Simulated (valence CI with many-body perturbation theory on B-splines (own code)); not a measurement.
Level structure of Se III

Calculated by configuration interaction combined with many-body perturbation theory (CI+MBPT): four valence electrons over a frozen Dirac-Fock core [Ar] 3d10, a basis of 11 s, 11 p, 9 d, 7 f, 5 g, 2 h, 1 i functions for each j, with the one-electron correlation potential Σ1, the two-electron term Σ2, the three-electron term Σ3, Breit, model QED; selected CI, second order for the rest, scaled by the run's own slope (own B-spline code, finite nucleus).

Against 29 measured levels this calculation errs by 223 cm⁻¹ on average and by 778 at most. These come from a selection out of Moore, Atomic Energy Levels, vol. II, NSRDS-NBS 35 (1971 reprint of NBS Circular 467, 1952), an old analysis. Levels without a partner in it may be off by more. Among the levels kept, up to 460 cm⁻¹ of a level comes from second order outside the variational space, and about a tenth of that is noise between levels of different J, which matters for small intervals.

Levels 46 to 87 of 87, with energies above the lowest level, 4s2.4p2 3P_0. "Leading %" is the weight of the configuration and term that name the level; weights of strongly mixed levels are sums over their largest components and can fall short. In the jj column 3d3/2^4 stands for four electrons in 3d with j = 3/2.

```csv
No.,Configuration,Term,J,E (cm⁻¹),Leading %,Second component,Leading jj
46,4s2.4p.5d,3P°,2,189707,32,27 % 4s2.4p.5d 3D°,4s^2 4p1/2 5d5/2 (84 %)
47,4s2.4p.4f,1F,3,189773,50,37 % 4s2.4p.4f 3G,4s^2 4p1/2 4f5/2 (75 %)
48,4s2.4p.4f,3F,3,190074,55,16 % 4s2.4p.4f 3D,4s^2 4p1/2 4f7/2 (71 %)
49,4s2.4p.4f,3F,2,190255,72,11 % 4s2.4p.4f 1D,4s^2 4p1/2 4f5/2 (81 %)
50,4s2.4p.4f,3F,4,190299,44,34 % 4s2.4p.4f 3G,4s^2 4p1/2 4f7/2 (86 %)
51,4s2.4p.5d,3D°,1,190553,56,14 % 4s2.4p.5d 3P°,4s^2 4p1/2 5d3/2 (76 %)
52,4s2.4p.6s,3P°,2,191063,86,5 % 4s2.4p.5d 1D°,4s^2 4p3/2 6s (86 %)
53,4s2.4p.6s,1P°,1,191681,58,21 % 4s2.4p.6s 3P°,4s^2 4p3/2 6s (78 %)
54,4s2.4p.5d,3F°,4,192371,93,,4s^2 4p3/2 5d5/2 (93 %)
55,4s2.4p.5d,1D°,2,193018,43,28 % 4s2.4p.5d 3D°,4s^2 4p3/2 5d3/2 (58 %)
56,4s2.4p.4f,3G,3,193587,40,29 % 4s2.4p.4f 1F,4s^2 4p3/2 4f5/2 (79 %)
57,4s2.4p.5d,3D°,3,193637,74,18 % 4s2.4p.5d 3F°,4s^2 4p3/2 5d5/2 (51 %)
58,4s2.4p.4f,3F,4,193872,46,42 % 4s2.4p.4f 3G,4s^2 4p3/2 4f7/2 (65 %)
59,4s.4p2.4d,3P,2,193890,55,33 % 4p4 3P,4p1/2^2 4p3/2^2 (29 %)
60,4s2.4p.5d,3P°,2,194451,55,34 % 4s2.4p.5d 3D°,4s^2 4p3/2 5d5/2 (57 %)
61,4s2.4p.4f,3G,5,194615,91,,4s^2 4p3/2 4f7/2 (91 %)
62,4s2.4p.5d,3P°,1,194664,76,17 % 4s2.4p.5d 3D°,4s^2 4p3/2 5d3/2 (82 %)
63,4s2.4p.5d,3P°,0,194797,94,,4s^2 4p3/2 5d3/2 (94 %)
64,4s2.4p.4f,3D,3,195082,71,14 % 4s2.4p.4f 3F,4s^2 4p3/2 4f7/2 (72 %)
65,4s2.4p.4f,3D,2,195362,48,24 % 4s2.4p.4f 1D,4s^2 4p3/2 4f5/2 (80 %)
66,4s.4p2.4d,3P,1,195725,37,21 % 4p4 3P,4p1/2 4p3/2^3 (21 %)
67,4s2.4p.4f,1G,4,195852,76,15 % 4s2.4p.4f 3G,4s^2 4p3/2 4f5/2 (69 %)
68,4s2.4p.4f,3D,1,195996,33,24 % 4s.4p2.4d 5F,4s^2 4p3/2 4f5/2 (33 %)
69,4s.4p2.4d,5F,1,196104,57,21 % 4s2.4p.4f 3D,4s 4p1/2 4p3/2 4d3/2 (23 %)
70,4s.4p2.4d,3P,0,196355,41,23 % 4p4 3P,4s 4p3/2^2 4d5/2 (25 %)
71,4s.4p2.4d,5F,2,196426,44,29 % 4s2.4p.4f 1D,4s^2 4p3/2 4f7/2 (43 %)
72,4s.4p2.4d,5F,2,196565,48,24 % 4s2.4p.4f 1D,4s^2 4p3/2 4f7/2 (40 %)
73,4s2.4p.5d,1F°,3,196603,84,6 % 4s2.4p.5d 3D°,4s^2 4p3/2 5d5/2 (43 %)
74,4s2.4p.6p,3D,1,196952,31,30 % 4s2.4p.4f 3D,4s^2 4p1/2 6p1/2 (58 %)
75,4s.4p2.4d,5F,3,197244,92,,4s 4p1/2 4p3/2 4d3/2 (40 %)
76,4s2.4p.5d,1P°,1,197743,80,6 % 4s2.4p.5d 3D°,4s^2 4p3/2 5d5/2 (75 %)
77,4s2.4p.6p,3P,1,197837,34,19 % 4s2.4p.6p 3D,4s^2 4p1/2 6p3/2 (74 %)
78,4s2.4p.6p,3D,2,197931,54,16 % 4s2.4p.6p 1D,4s^2 4p1/2 6p3/2 (82 %)
79,4s.4p2.4d,5F,4,198325,92,,4s 4p1/2 4p3/2 4d5/2 (60 %)
80,4s2.4p.6p,3P,0,198440,60,14 % 4s.4p2.4d 3P,4s^2 4p1/2 6p1/2 (62 %)
81,4s.4p2.4d,5F,5,199768,94,,4s 4p3/2^2 4d5/2 (58 %)
82,4s2.4p.6p,1P,1,200937,40,30 % 4s2.4p.6p 3P,4s^2 4p3/2 6p1/2 (46 %)
83,4s2.4p.6p,3P,2,201520,60,26 % 4s2.4p.6p 3D,4s^2 4p3/2 6p1/2 (61 %)
84,4s2.4p.6p,3D,3,201571,93,,4s^2 4p3/2 6p3/2 (93 %)
85,4s.4p2.4d,5D,0,202321,94,,4s 4p1/2 4p3/2 4d3/2 (72 %)
86,4s2.4p.6p,3S,1,202364,43,42 % 4s.4p2.4d 5D,4s^2 4p3/2 6p3/2 (28 %)
87,4s.4p2.4d,5D,1,202435,51,32 % 4s2.4p.6p 3S,4s 4p1/2 4p3/2 4d3/2 (28 %)
```

Names give the largest LS component (configuration and term), which can be under half, so a name can repeat, a term be missing and a line seem to break the LS rules; names also repeat where a configuration has a term twice.

Where two levels of one J and parity lie close, their mixing, g and order are uncertain.
